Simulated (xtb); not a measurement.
Input for xtb: GFN2-xTB on ClGeH2N (SMILES [NH2][Ge][Cl]), a point of a torsion scan.

```
$ xtb mol.xyz --gfn 2 --opt vtight --chrg 0 --uhf 0 --input xcontrol
5

N     -0.77992479     0.00391784     0.03662195
Ge     0.77197598    -0.81352998     0.43220584
Cl     1.72698187    -1.57534133    -1.34482019
H     -0.92428551     0.98660966     0.26142450
H     -1.52508537    -0.49913713    -0.44128863
$constrain
  force constant=1.0
  dihedral: 4,1,2,3,240.0
$end
```

Output:

```
[...]
           -------------------------------------------------
          |                Calculation Setup                |
           -------------------------------------------------



           -------------------------------------------------
          |                 G F N 2 - x T B                 |
           -------------------------------------------------

        Reference                      10.1021/acs.jctc.8b01176
      * Hamiltonian:
        H0-scaling (s, p, d)           1.850000    2.230000    2.230000
        zeta-weighting                 0.500000
      * Dispersion:
        s8                             2.700000
        a1                             0.520000
        a2                             5.000000
        s9                             5.000000
      * Repulsion:
        kExp                           1.500000    1.000000
        rExp                           1.000000
      * Coulomb:
        alpha                          2.000000
        third order                    shell-resolved
        anisotropic                    true
        a3                             3.000000
        a5                             4.000000
        cn-shift                       1.200000
        cn-exp                         4.000000
        max-rad                        5.000000


          ...................................................
          :                      SETUP                      :
          :.................................................:
          :  # basis functions                  26          :
          :  # atomic orbitals                  24          :
          :  # shells                           10          :
          :  # electrons                        18          :
          :  max. iterations                   250          :
          :  Hamiltonian                  GFN2-xTB          :
          :  restarted?                      false          :
          :  GBSA solvation                  false          :
          :  PC potential                    false          :
          :  electronic temp.          300.0000000     K    :
          :  accuracy                    1.0000000          :
          :  -> integral cutoff          0.2500000E+02      :
          :  -> integral neglect         0.1000000E-07      :
          :  -> SCF convergence          0.1000000E-05 Eh   :
          :  -> wf. convergence          0.1000000E-03 e    :
          :  Broyden damping             0.4000000          :
          :  net charge                          0          :
          :  unpaired electrons                  0          :
          ...................................................

 iter      E             dE          RMSdq      gap      omega  full diag
   1     -9.4239416 -0.942394E+01  0.167E+01    1.22       0.0  T
   2    -10.0153622 -0.591421E+00  0.182E+01    4.49       1.0  T
   3    -10.4070367 -0.391674E+00  0.950E+00    4.39       1.0  T
   4    -10.4029552  0.408146E-02  0.960E+00    4.40       1.0  T
   5    -10.5304727 -0.127517E+00  0.211E+00    3.84       1.0  T
   6    -10.5236032  0.686951E-02  0.350E+00    3.11       1.0  T
   7    -10.5361946 -0.125915E-01  0.871E-01    3.68       1.0  T
   8    -10.5369292 -0.734611E-03  0.240E-01    3.58       1.0  T
   9    -10.5369647 -0.354425E-04  0.120E-01    3.58       1.0  T
  10    -10.5369730 -0.830215E-05  0.470E-02    3.57       1.0  T
  11    -10.5369745 -0.148549E-05  0.248E-02    3.57       1.8  T
  12    -10.5369750 -0.523847E-06  0.504E-03    3.57       8.9  T
  13    -10.5369750 -0.388461E-07  0.216E-03    3.57      20.7  T
  14    -10.5369750 -0.654932E-08  0.654E-04    3.57      68.3  T
  15    -10.5369750 -0.715023E-09  0.248E-04    3.57     180.7  T

   *** convergence criteria satisfied after 15 iterations ***

         #    Occupation            Energy/Eh            Energy/eV
      -------------------------------------------------------------
         1        2.0000           -1.0293910             -28.0112
       ...           ...                  ...                  ...
         3        2.0000           -0.5809040             -15.8072
         4        2.0000           -0.5215968             -14.1934
         5        2.0000           -0.4597513             -12.5105
         6        2.0000           -0.4235090             -11.5243
         7        2.0000           -0.4198810             -11.4255
         8        2.0000           -0.3976360             -10.8202
         9        2.0000           -0.3779173             -10.2837 (HOMO)
        10                         -0.2467630              -6.7148 (LUMO)
        11                         -0.1335556              -3.6342
        12                         -0.0984160              -2.6780
        13                          0.0090985               0.2476
        14                          0.0390762               1.0633
       ...                                ...                  ...
        24                
[...]
915             -11.5428
         7        2.0000           -0.4202436             -11.4354
         8        2.0000           -0.4025598             -10.9542
         9        2.0000           -0.3896433             -10.6027 (HOMO)
        10                         -0.2502919              -6.8108 (LUMO)
        11                         -0.1521921              -4.1414
        12                         -0.1141883              -3.1072
        13                          0.0206624               0.5623
        14                          0.0406183               1.1053
       ...                                ...                  ...
        24                          0.8770042              23.8645
      -------------------------------------------------------------
                  HL-Gap            0.1393514 Eh            3.7919 eV
             Fermi-level           -0.3199676 Eh           -8.7068 eV

 SCC (total)                   0 d,  0 h,  0 min,  0.002 sec
 SCC setup                      ...        0 min,  0.000 sec (  2.110%)
 Dispersion                     ...        0 min,  0.000 sec (  0.527%)
 classical contributions        ...        0 min,  0.000 sec (  0.209%)
 integral evaluation            ...        0 min,  0.001 sec ( 29.982%)
 iterations                     ...        0 min,  0.000 sec ( 20.662%)
 molecular gradient             ...        0 min,  0.001 sec ( 43.345%)
 printout                       ...        0 min,  0.000 sec (  2.836%)

         :::::::::::::::::::::::::::::::::::::::::::::::::::::
         ::                     SUMMARY                     ::
         :::::::::::::::::::::::::::::::::::::::::::::::::::::
         :: total energy             -10.502375369182 Eh    ::
         :: gradient norm              0.000038180281 Eh/a0 ::
         :: HOMO-LUMO gap              3.791944960467 eV    ::
         ::.................................................::
         :: SCC energy               -10.546916109704 Eh    ::
         :: -> isotropic ES            0.001827347621 Eh    ::
         :: -> anisotropic ES          0.001955648001 Eh    ::
         :: -> anisotropic XC          0.001585973102 Eh    ::
         :: -> dispersion             -0.002646884214 Eh    ::
         :: repulsion energy           0.044490092517 Eh    ::
         :: add. restraining           0.000050648005 Eh    ::
         :: total charge              -0.000000000000 e     ::
         :::::::::::::::::::::::::::::::::::::::::::::::::::::

           -------------------------------------------------
          |                Property Printout                |
           -------------------------------------------------

    * Orbital Energies and Occupations

         #    Occupation            Energy/Eh            Energy/eV
      -------------------------------------------------------------
         1        2.0000           -1.0313262             -28.0638
         2        2.0000           -0.6405964             -17.4315
         3        2.0000           -0.5847560             -15.9120
         4        2.0000           -0.5110641             -13.9068
         5        2.0000           -0.4602081             -12.5229
         6        2.0000           -0.4241915             -11.5428
         7        2.0000           -0.4202436             -11.4354
         8        2.0000           -0.4025598             -10.9542
         9        2.0000           -0.3896433             -10.6027 (HOMO)
        10                         -0.2502919              -6.8108 (LUMO)
        11                         -0.1521921              -4.1414
        12                         -0.1141883              -3.1072
        13                          0.0206624               0.5623
        14                          0.0406183               1.1053
        15                          0.0420828               1.1451
        16                          0.0462893               1.2596
        17                          0.0514593               1.4003
        18                          0.0574274               1.5627
        19                          0.0588824               1.6023
        20                          0.1024618               2.7881
       ...                                ...                  ...
        24                          0.8770042              23.8645
      -------------------------------------------------------------
                  HL-Gap            0.1393514 Eh            3.7919 eV
             Fermi-level           -0.3199676 Eh           -8.7068 eV

     #   Z          covCN         q      C6AA      α(0)
     1   7 N        2.551    -0.414    30.786     8.240
     2  32 Ge       1.643     0.341   248.569    32.982
     3  17 Cl       0.812    -0.263   107.428    15.856
     4   1 H        0.860     0.164     1.308     1.791
     5   1 H        0.860     0.172     1.259     1.758

 Mol. C6AA /au·bohr⁶  :       1126.447825
 Mol. C8AA /au·bohr⁸  :      62257.727009
 Mol. α(0) /au        :         60.627411


Wiberg/Mayer (AO) data.
largest (>0.10) Wiberg bond orders for each atom
Note: The following floating-point exceptions are signalling: IEEE_UNDERFLOW_FLAG IEEE_DENORMAL
normal termination of xtb

 ---------------------------------------------------------------------------
     #   Z sym  total        # sym  WBO       # sym  WBO       # sym  WBO
 ---------------------------------------------------------------------------
     1   7 N    3.219 --     2 Ge   1.317     4 H    0.937     5 H    0.934
     2  32 Ge   2.607 --     1 N    1.317     3 Cl   1.227
     3  17 Cl   1.265 --     2 Ge   1.227
     4   1 H    0.973 --     1 N    0.937
     5   1 H    0.970 --     1 N    0.934
 ---------------------------------------------------------------------------

Topologies differ in total number of bonds
Writing topology from bond orders to xtbtopo.mol

molecular dipole:
                 x           y           z       tot (Debye)
 q only:       -0.251       0.521       0.774
   full:       -0.354       0.642       0.698       2.572
molecular quadrupole (traceless):
                xx          xy          yy          xz          yz          zz
 q only:        0.652       1.536      -0.416       4.548      -3.175      -0.235
  q+dip:        0.551       1.318      -0.234       5.523      -3.318      -0.316
   full:       -0.099       2.440       1.570       5.305      -3.964      -1.472

           -------------------------------------------------
          |                Geometry Summary                 |
           -------------------------------------------------

      molecular mass/u    :      124.1030724
   center of mass at/Å    :        0.8269538      -0.8555827      -0.0209473
  moments of inertia/u·Å² :        0.4335473E+02   0.1357532E+03   0.1779437E+03
rotational constants/cm⁻¹ :        0.3888303E+00   0.1241785E+00   0.9473575E-01

 * 3 selected distances

     #   Z          #   Z                                           value/Å
     1   7 N        2  32 Ge                                      1.8437423 (max)
     1   7 N        4   1 H                                       1.0097783 (min)
     1   7 N        5   1 H                                       1.0140221

 * 2 distinct bonds (by element types)

   Z      Z             #   av. dist./Å        max./Å        min./Å
   1 H    7 N           2     1.0119002     1.0140221     1.0097783
   7 N   32 Ge          1     1.8437423     1.8437423     1.8437423


optimized geometry written to: xtbopt.xyz


           -------------------------------------------------
          | TOTAL ENERGY              -10.502375369182 Eh   |
          | GRADIENT NORM               0.000038180281 Eh/α |
          | HOMO-LUMO GAP               3.791944960467 eV   |
           -------------------------------------------------

------------------------------------------------------------------------
------------------------------------------------------------------------
 total:
 SCF:
 ANC optimizer:
```

The run finished.

Warnings raised: the energy holds the restraint's term.

Cost: about 0.06 core-seconds (a rough figure).
